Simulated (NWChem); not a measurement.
System: C$_{4}$H$_{4}$F$_{2}$; SMILES FC(C(F)=C)=C

Parts of the log:

```
             Northwest Computational Chemistry Package (NWChem) 7.3.0
             --------------------------------------------------------

                             Geometry "geometry" -> ""
                             -------------------------

 Output coordinates in angstroms (scale by  1.889725989 to convert to a.u.)

  No.       Tag          Charge          X              Y              Z
 ---- ---------------- ---------- -------------- -------------- --------------
    1 C                    6.0000     1.36735400    -1.25646500     0.00000000
    2 C                    6.0000     0.14877400    -0.71671100     0.00000000
    3 F                    9.0000    -0.94663300    -1.47650800     0.00000000
    4 C                    6.0000    -0.14877400     0.71671100     0.00000000
    5 C                    6.0000    -1.36735400     1.25646500     0.00000000
    6 F                    9.0000     0.94663300     1.47650800     0.00000000
    7 H                    1.0000     1.49129400    -2.33988400     0.00000000
    8 H                    1.0000     2.24314700    -0.60979300     0.00000000
    9 H                    1.0000    -2.24314700     0.60979300     0.00000000
   10 H                    1.0000    -1.49129400     2.33988400     0.00000000

 Effective nuclear repulsion energy (a.u.)     225.5761214842

                                 NWChem DFT Module
                                 -----------------

 Summary of "ao basis" -> "ao basis" (spherical)
 ------------------------------------------------------------------------------
       Tag                 Description            Shells   Functions and Types
 ---------------- ------------------------------  ------  ---------------------
 C                          def2-svp                 6       14   3s2p1d
 F                          def2-svp                 6       14   3s2p1d
 H                          def2-svp                 3        5   2s1p

 in cosmo_initialize ...
 calling solv_data for solv:toluene

 solvent parameters
 solvname_short: toluene
 solvname_long:  toluene
 dielec:        2.3741
 dielecinf:     2.2383
 nonaqueous SMD model solvent descriptors
 dielec:        2.3741
 sola:          0.0000
 solb:          0.1400
 solc:          0.8570
 solg:         40.2000
 solh:          0.0000
 soln:          1.4961

          ---------------
          -cosmo- solvent
          ---------------
 Cosmo: York-Karplus, doi: 10.1021/jp992097l
 dielectric constant -eps-     =   2.37
 screen = (eps-1)/(eps    )    =   0.57879
 surface charge correction     = lagrangian

   van der Waals surface
 --------------------------

 ---------- ATOMIC COORDINATES (A.U.) ------------ VDWR(ANG.) --
     1    2.58392439   -2.37437456    0.00000000     1.850
     2    0.28114209   -1.35438740    0.00000000     1.850
     3   -1.78887698   -2.79019554    0.00000000     1.730
     4   -0.28114209    1.35438740    0.00000000     1.850
     5   -2.58392439    2.37437456    0.00000000     1.850
     6    1.78887698    2.79019554    0.00000000     1.730
     7    2.81813703   -4.42173961    0.00000000     1.200
     8    4.23893318   -1.15234168    0.00000000     1.200
     9   -4.23893318    1.15234168    0.00000000     1.200
    10   -2.81813703    4.42173961    0.00000000     1.200
 number of segments per atom =        128
 number of   points per atom =        128
 atom (   nspa,  nppa )
 ----------------------
    1 (     64,     0 )       0
    2 (     28,     0 )       0
    3 (     78,     0 )       0
    4 (     28,     0 )       0
    5 (     64,     0 )       0
    6 (     78,     0 )       0
    7 (     54,     0 )       0
    8 (     50,     0 )       0
    9 (     50,     0 )       0
   10 (     54,     0 )       0
 number of -cosmo- surface points =      548
 molecular surface =    117.134 angstrom**2
 molecular volume  =     96.481 angstrom**3
 -lineq- algorithm             =   0
 -bem- low  level              =   3
 -bem- from -octahedral-
 gaussian surface charge width =   4.50000
 degree of switching           =   1.00000
 switching function tolerance  =   0.00010
 atomic radii =
 --------------
    1  6.000  1.850
    2  6.000  1.850
    3  9.000  1.730
    4  6.000  1.850
    5  6.000  1.850
    6  9.000  1.730
    7  1.000  1.200
    8  1.000  1.200
    9  1.000  1.200
   10  1.000  1.200
 ...... end of -cosmo- initialization ......

 nat:                    10
 ixmem:                  5529
 calling mnsol_interface()
 G(SMD-CDS) energy (kcal/mol)  =     0.281
 SMD-CDS SASA (angstrom**2)    =   139.229

            General Information
            -------------------
          SCF calculation type: DFT
          Wavefunction type:  closed shell.
          No. of atoms     :    10
          No. of electrons :    46
           Alpha electrons :    23
            Beta electrons :    23
          Charge           :     0
          Spin multiplicity:     1
          Use of symmetry is: off; symmetry adaption is: off
          Maximum number of iterations: 150
          AO basis - number of functions:   104
                     number of shells:    48
          Convergence on energy requested:  1.00D-06
          Convergence on density requested:  1.00D-05
          Convergence on gradient requested:  5.00D-04

              XC Information
              --------------
                         PBE0 Method XC Functional
                     Hartree-Fock (Exact) Exchange  0.250
          PerdewBurkeErnzerhof Exchange Functional  0.750
            Perdew 1991 LDA Correlation Functional  1.000 local
           PerdewBurkeErnz. Correlation Functional  1.000 non-local

             Grid Information
             ----------------
          Grid used for XC integration:  medium
          Radial quadrature: Mura-Knowles
          Angular quadrature: Lebedev.
          Tag              B.-S. Rad. Rad. Pts. Rad. Cut. Ang. Pts.
          ---              ---------- --------- --------- ---------
          C                   0.70       49          12.0       434
          F                   0.50       49          10.0       434
          H                   0.35       45          13.0       434
          Grid pruning is: on
          Number of quadrature shells:   474
          Spatial weights used:  Erf1

      Superposition of Atomic Density Guess
      -------------------------------------

 Sum of atomic energies:        -351.08138089

      Non-variational initial energy
      ------------------------------

 Total energy =    -353.993213
 1-e energy   =    -929.860510
 2-e energy   =     350.291175
 HOMO         =      -0.267324
 LUMO         =      -0.020920

   convergence    iter        energy       DeltaE   RMS-Dens  Diis-err
 ---------------- ----- ----------------- --------- --------- ---------
     COSMO gas phase
 d= 0,ls=0.0,diis     1   -353.7201343511 -5.79D+02  1.31D-02  8.96D-01
 d= 0,ls=0.0,diis     2   -353.6615595002  5.86D-02  7.61D-03  1.57D+00
 d= 0,ls=0.0,diis     3   -353.8193658211 -1.58D-01  1.67D-03  3.26D-02
 d= 0,ls=0.0,diis     4   -353.8228257472 -3.46D-03  5.73D-04  5.03D-03
 d= 0,ls=0.0,diis     5   -353.8234204784 -5.95D-04  1.40D-04  5.67D-04
  Resetting Diis
 d= 0,ls=0.0,diis     6   -353.8234674942 -4.70D-05  3.49D-05  1.31D-05
 d= 0,ls=0.0,diis     7   -353.8234691258 -1.63D-06  7.57D-06  3.32D-07
 d= 0,ls=0.0,diis     8   -353.8234691430 -1.72D-08  3.22D-06  1.96D-07

   convergence    iter        energy       DeltaE   RMS-Dens  Diis-err
 ---------------- ----- ----------------- --------- --------- ---------
     COSMO solvation phase
 d= 0,ls=0.0,diis     1   -353.8255894083 -2.12D-03  7.45D-04  4.30D-04
 d= 0,ls=0.0,diis     2   -353.8256972129 -1.08D-04  1.51D-04  1.58D-04
 d= 0,ls=0.0,diis     3   -353.8257098952 -1.27D-05  5.34D-05  5.26D-05
 d= 0,ls=0.0,diis     4   -353.8257150349 -5.14D-06  1.55D-05  4.66D-06
 d= 0,ls=0.0,diis     5   -353.8257155906 -5.56D-07  3.83D-06  2.60D-07

         Total DFT energy =     -353.825715590588
      One electron energy =     -933.262037353066
           Coulomb energy =      397.452500999577
    Exchange-Corr. energy =      -43.660530015724
 Nuclear repulsion energy =      225.576121484195

             COSMO energy =        0.068229294431

 Numeric. integr. density =       45.999983298883

                                COSMO-SMD solvation results
                                ---------------------------

             internal energy in gas <Psi(g)|H|Psi(g)> =      -353.823469142984
         internal energy in solvent <Psi(s)|H|Psi(s)> =      -353.823333208781
                               delta internal energy  =         0.000135934203 (    0.09 kcal/mol)
   total free energy in solvent <Psi(s)|H+V/2|Psi(s)> =      -353.826163571180
 polarization energy contribution <Psi(s)|V/2|Psi(s)> =        -0.002830362399 (   -1.78 kcal/mol)
    total free energy in solvent including G(SMD-CDS) =      -353.825715590588
                       G(SMD-CDS) energy contribution =         0.000447980592 (    0.28 kcal/mol)
     1 M fixed-concentration free energy of solvation =        -0.002246447604 (   -1.41 kcal/mol)

                       DFT Final Molecular Orbital Analysis
                       ------------------------------------

 Vector   21  Occ=2.000000D+00  E=-3.873103D-01
              MO Center= -3.7D-09, -1.7D-08,  5.1D-11, r^2= 3.2D+00
   Bfn.  Coefficient  Atom+Function         Bfn.  Coefficient  Atom+Function
  ----- ------------  ---------------      ----- ------------  ---------------
    33      0.317726   3 F  py               75     -0.317726   6 F  py
    19      0.258016   2 C  py               47     -0.258016   4 C  py
    36     -0.223447   3 F  py               78      0.223447   6 F  py
     4      0.181905   1 C  px               60     -0.181905   5 C  px
    32     -0.163251   3 F  px               74      0.163251   6 F  px

 Vector   22  Occ=2.000000D+00  E=-3.215146D-01
              MO Center= -5.4D-09,  7.5D-09, -9.4D-11, r^2= 2.9D+00
   Bfn.  Coefficient  Atom+Function         Bfn.  Coefficient  Atom+Function
  ----- ------------  ---------------      ----- ------------  ---------------
    20      0.286878   2 C  pz               48      0.286878   4 C  pz
    34      0.277960   3 F  pz               76      0.277960   6 F  pz
     6      0.233422   1 C  pz               62      0.233422   5 C  pz
    37     -0.213063   3 F  pz               79     -0.213063   6 F  pz
    23      0.150193   2 C  pz               51      0.150193   4 C  pz

 Vector   23  Occ=2.000000D+00  E=-2.616417D-01
              MO Center=  2.7D-09, -6.9D-09, -6.0D-10, r^2= 3.7D+00
   Bfn.  Coefficient  Atom+Function         Bfn.  Coefficient  Atom+Function
  ----- ------------  ---------------      ----- ------------  ---------------
     6      0.342847   1 C  pz               62     -0.342847   5 C  pz
     9      0.274058   1 C  pz               65     -0.274058   5 C  pz
    20      0.238526   2 C  pz               48     -0.238526   4 C  pz
    34      0.132792   3 F  pz               76     -0.132792   6 F  pz
    23      0.130965   2 C  pz               51     -0.130965   4 C  pz

 Vector   24  Occ=0.000000D+00  E=-3.890131D-02
              MO Center= -9.0D-10,  2.0D-09,  2.7D-10, r^2= 3.9D+00
   Bfn.  Coefficient  Atom+Function         Bfn.  Coefficient  Atom+Function
  ----- ------------  ---------------      ----- ------------  ---------------
     9      0.450128   1 C  pz               65      0.450128   5 C  pz
     6      0.342266   1 C  pz               62      0.342266   5 C  pz
    23     -0.305784   2 C  pz               51     -0.305784   4 C  pz
    20     -0.288762   2 C  pz               48     -0.288762   4 C  pz
    37      0.108519   3 F  pz               79      0.108519   6 F  pz

 Vector   25  Occ=0.000000D+00  E= 9.053614D-02
              MO Center=  2.3D-09, -2.3D-09,  8.2D-09, r^2= 3.2D+00
   Bfn.  Coefficient  Atom+Function         Bfn.  Coefficient  Atom+Function
  ----- ------------  ---------------      ----- ------------  ---------------
    23      0.655400   2 C  pz               51     -0.655400   4 C  pz
     9     -0.467838   1 C  pz               65      0.467838   5 C  pz
    20      0.461354   2 C  pz               48     -0.461354   4 C  pz
     6     -0.211292   1 C  pz               62      0.211292   5 C  pz
    37     -0.163544   3 F  pz               79      0.163544   6 F  pz

 Vector   26  Occ=0.000000D+00  E= 9.413216D-02
              MO Center=  6.3D-09, -1.8D-08, -6.7D-09, r^2= 6.7D+00
   Bfn.  Coefficient  Atom+Function         Bfn.  Coefficient  Atom+Function
  ----- ------------  ---------------      ----- ------------  ---------------
    86      0.998538   7 H  s               101     -0.998538  10 H  s
     3     -0.733581   1 C  s                59      0.733581   5 C  s
     8      0.392687   1 C  py               64      0.392687   5 C  py
    21      0.324428   2 C  px               49      0.324428   4 C  px
    31      0.301839   3 F  s                73     -0.301839   6 F  s

     Multipole analysis of the density
     ---------------------------------

     L   x y z        total         alpha         beta         nuclear
     -   - - -        -----         -----         ----         -------
     0   0 0 0     -0.000000    -23.000000    -23.000000     46.000000

     1   1 0 0     -0.000000     -0.000000     -0.000000      0.000000
     1   0 1 0      0.000000      0.000000      0.000000      0.000000
     1   0 0 1     -0.000000     -0.000000     -0.000000      0.000000

     2   2 0 0    -22.925486   -106.708158   -106.708158    190.490831
     2   1 1 0     -3.017662     10.010965     10.010965    -23.039593
     2   1 0 1      0.000000      0.000000      0.000000      0.000000
     2   0 2 0    -24.301652   -147.929338   -147.929338    271.557023
     2   0 1 1      0.000000      0.000000      0.000000      0.000000
     2   0 0 2    -26.267830    -13.133915    -13.133915      0.000000
```

Level: PBE0/def2-SVP, SMD on the gas-phase geometry. All runs use the structure optimised with PBE0/def2-SVP. Solvent: toluene.

### Question
Write an input that gives this output.

### Answer
Several could match; the one computed here: the input that was run:
```
start job
memory heap 200 mb stack 900 mb global 1100 mb
geometry units angstroms noautosym nocenter noautoz
  C      1.367354    -1.256465     0.000000
  C      0.148774    -0.716711     0.000000
  F     -0.946633    -1.476508     0.000000
  C     -0.148774     0.716711     0.000000
  C     -1.367354     1.256465     0.000000
  F      0.946633     1.476508     0.000000
  H      1.491294    -2.339884     0.000000
  H      2.243147    -0.609793     0.000000
  H     -2.243147     0.609793     0.000000
  H     -1.491294     2.339884     0.000000
end
basis spherical
  * library def2-svp
end
dft
  xc pbe0
  iterations 150
end
cosmo
  do_cosmo_smd true
  solvent toluene
end
task dft energy
```
